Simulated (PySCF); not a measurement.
# Atomic charges by several schemes

Compound: C4H10SSi.
Atom-mapped SMILES: `[SH:1][SiH2:2][CH2:3][CH:4]1[CH2:5][CH2:6]1` (hydrogens: H7 on S1; H8, H9 on Si2; H10, H11 on C3; H12 on C4; H13, H14 on C5; H15, H16 on C6)

Cartesian coordinates in Å at the GFN2-xTB level; atoms count from 1:
```
atom  x, y, z in Å
S1     3.6467   -0.1168   -0.5338
Si2    1.8304   -0.6581    0.4930
C3     0.4663    0.5753    0.0160
C4    -0.8337    0.2468    0.7068
C5    -2.1413    0.5891    0.0592
C6    -1.7061   -0.8423    0.1651
H7     3.4720    1.1953   -0.4908
H8     2.0963   -0.6161    1.9300
H9     1.5569   -2.0098    0.0277
H10    0.3124    0.5613   -1.0654
H11    0.7637    1.5959    0.2755
H12   -0.7838    0.3376    1.7855
H13   -2.1188    1.0548   -0.9146
H14   -2.9571    0.9268    0.6803
H15   -2.2237   -1.4876    0.8582
H16   -1.3878   -1.3431   -0.7367
```

Density: PBE0/pcSseg-1 (PySCF); schemes: Mulliken, IAO, Hirshfeld and ESP-fitted. The structure is a single GFN2-xTB conformer in the gas phase; no vibrational or solvent corrections.

Problem. Give the atomic charges in each scheme.

Solution. In e:

```
atom                  environment  Mulliken     IAO  Hirshfeld  ESP-fitted
  S1    sulfur bonded to Si and H    -0.407  -0.335     -0.162      -0.425
 Si2                 SiH2 silicon    +0.610  +0.705     +0.322      +0.512
  C3  sp3 carbon bound to silicon    -0.445  -0.534     -0.154      -0.856
  C4   three-membered-ring carbon    -0.330  -0.127     -0.039      +0.085
  C5   three-membered-ring carbon    -0.184  -0.294     -0.090      -0.358
  C6   three-membered-ring carbon    -0.196  -0.301     -0.092      -0.335
  H7                 S–H hydrogen    +0.147  +0.099     +0.054      +0.217
  H8                Si–H hydrogen    -0.066  -0.129     -0.081      -0.100
  H9                Si–H hydrogen    -0.059  -0.112     -0.071      -0.042
 H10           methylene hydrogen    +0.136  +0.148     +0.043      +0.270
 H11           methylene hydrogen    +0.152  +0.148     +0.041      +0.262
 H12             methine hydrogen    +0.129  +0.141     +0.044      +0.144
 H13           methylene hydrogen    +0.126  +0.146     +0.046      +0.170
 H14           methylene hydrogen    +0.129  +0.150     +0.047      +0.145
 H15           methylene hydrogen    +0.131  +0.150     +0.047      +0.143
 H16           methylene hydrogen    +0.128  +0.145     +0.046      +0.170
```

Mean size of the charges over all atoms: ESP-fitted 0.265 e, IAO 0.229 e, Mulliken 0.211 e, Hirshfeld 0.086 e. Each set sums to the total charge, 0, to within 0.001 e. The ESP scheme is a least-squares fit of atom-centred charges to the potential on four shells outside the van der Waals surface, with the total charge fixed.

Lowest charge. The schemes don't all agree: Mulliken C3 (-0.445); IAO C3 (-0.534); Hirshfeld S1 (-0.162); ESP-fitted C3 (-0.856).

Highest charge. All schemes agree: Mulliken Si2 (+0.610); IAO Si2 (+0.705); Hirshfeld Si2 (+0.322); ESP-fitted Si2 (+0.512).

Problem. How many electrons does the Mulliken scheme count on Si2?

Solution. Z − q = 14 − (+0.610) = 13.390.

Problem. How closely do the schemes follow one another over all atoms?

Solution. Correlation coefficient and root-mean-square difference: IAO with Hirshfeld 0.97, 0.175 e; Mulliken with IAO 0.96, 0.078 e; Mulliken with Hirshfeld 0.94, 0.157 e; IAO with ESP-fitted 0.93, 0.125 e; Mulliken with ESP-fitted 0.87, 0.166 e; Hirshfeld with ESP-fitted 0.86, 0.241 e.

Problem. Sum the charges by element, for elements with more than one atom.

Solution. 
```tsv
element	atoms	Mulliken	IAO	Hirshfeld	ESP-fitted
C	4	-1.156	-1.256	-0.375	-1.465
H	10	+0.953	+0.885	+0.216	+1.378
```

These values come from a run that also computed NMR shieldings. Time: 62 s wall, 54 s CPU; peak memory 0.74 GiB. Hardware: one thread of an Intel Xeon at 2.50 GHz, shared host with 64 logical CPUs at a one-minute load of 63.
